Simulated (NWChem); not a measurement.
# silicon dioxide molecule (SiO2); SMILES O=[Si]=O

```xyz
3

O      0.0000     0.0000    -1.5184
Si     0.0000     0.0000     0.0000
O      0.0000     0.0000     1.5184
```
Atoms are numbered in this order, from 1.

All runs use the structure optimised with PBE0/def2-SVP.

List the 4 lowest vertical singlet excitations from CAM-B3LYP/def2-SVPD, TDA (NWChem).


```
state  energy (eV)  oscillator strength  leading excitation (squared amplitude)
-----  -----------  -------------------  --------------------------------------
S1            4.54                0.000                      HOMO → LUMO (0.98)
S2            4.54                0.000                    HOMO−1 → LUMO (0.98)
S3            6.05                0.091                    HOMO−2 → LUMO (0.97)
S4            6.05                0.091                    HOMO−3 → LUMO (0.97)
```
